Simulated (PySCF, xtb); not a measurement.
Zn(SeH)2 (H2Se2Zn), SMILES [SeH][Zn][SeH].

GFN2-xTB (xtb 6.7.1) at its own geometry gives an orbital gap of 2.81 eV and a dipole moment of 4.14 D.

Geometry optimised at B3LYP-D3(BJ)/def2-SVP. The structure was generated by enumeration; whether it is a known compound was not checked. The values are those of a single conformer.

**Question.** What does PBE/def2-TZVPD (PySCF) give? (Estimate from the structure and the level; the computed values follow.)

**Answer.** gap 3.97 eV (levels -6.08 and -2.11 eV), dipole 0.56 D.
